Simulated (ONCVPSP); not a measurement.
## Before and after: ONCV potential for niobium

niobium, optimised norm-conserving Vanderbilt (ONCV), made with ONCVPSP 4.0.1 (PBEsol, scalar-relativistic). Core [Ar] 3d10, reference 4s2 4p6 4d4 5s0.5 5p0.5. Waves: 4s+5s: rc 2.05 bohr, ncon 4, nbas 8, qcut 5.9 1/bohr, 3 projectors, debl 1.9 Ha; 4p+5p: rc 1.80 bohr, ncon 5, nbas 10, qcut 9.4 1/bohr, 2 projectors; 4d: rc 1.90 bohr, ncon 4, nbas 9, qcut 5.9 1/bohr, 2 projectors, debl 0.9 Ha. Local part: polynomial inside 1.75 bohr (lpopt 5, dvloc0 0 Ha). Core correction: Teter function, fcfact 5.25, rcfact 1.3.

Change: s: qcut 3.9; p: qcut 6.3; d: qcut 3.9.

Cutoffs: the cutoffs (Ha) at which the residual kinetic energy of the hardest occupied pseudo-wave falls to 1 and 0.1 mHa per electron; they do not see the model core or the augmentation charge, which bear on the density cutoff. Errors are all-electron minus pseudo energies relative to the spin-unpolarised reference configuration.

Question: What does the change do?

Answer: The potential gets harder (26 Ha and 32 Ha → 76 Ha and 88 Ha); of the 4 tests that both files solve, the error grows in 0 and shrinks in 1 by more than 15 % and 0.3 meV (median size 1.0 → 1.1 meV); the range in which the d phases agree narrows (upper end at the end of the scan → 2.7); neither file shows a bound ghost.

| quantity | base | changed |
| --- | --- | --- |
| cutoff, loose | 26 Ha | 76 Ha |
| cutoff, tight | 32 Ha | 88 Ha |
| loose cutoff by channel | s 11 Ha, p 26 Ha, d 15 Ha | s 5.3 Ha, p 10 Ha, d 76 Ha |
| bound ghosts | none | none |
| GHOST(+) flags under 300 eV | none | none |
| error for 4s2 4p6 4d4 5s1 5p0, meV [ΔE -1.48 eV] | 0.0 | 0.0 |
| error for 4s2 4p6 4d4 5s0 5p0, meV [ΔE 5.17 eV] | -1.6 | -1.5 |
| error for 4s2 4p6 4d3 5s0 5p0, meV [ΔE 19.20 eV] | -0.5 | +0.7 |
| error for 4s2 4p6 4d3 5s2 5p0, meV [ΔE -2.01 eV] | -2.4 | -1.5 |
| s: phases at 2.08 bohr within 0.05 rad from the reference energy up to (Ha; the scan ends near 5) | to the end of the scan | to the end of the scan |
| p: phases at 1.83 bohr within 0.05 rad from the reference energy up to (Ha; the scan ends near 5) | to the end of the scan | to the end of the scan |
| d: phases at 1.93 bohr within 0.05 rad from the reference energy up to (Ha; the scan ends near 5) | to the end of the scan | 2.7 |
| rms error of d²Exc/dni dnj with the model core, mHa | 0.99 | 1.09 |
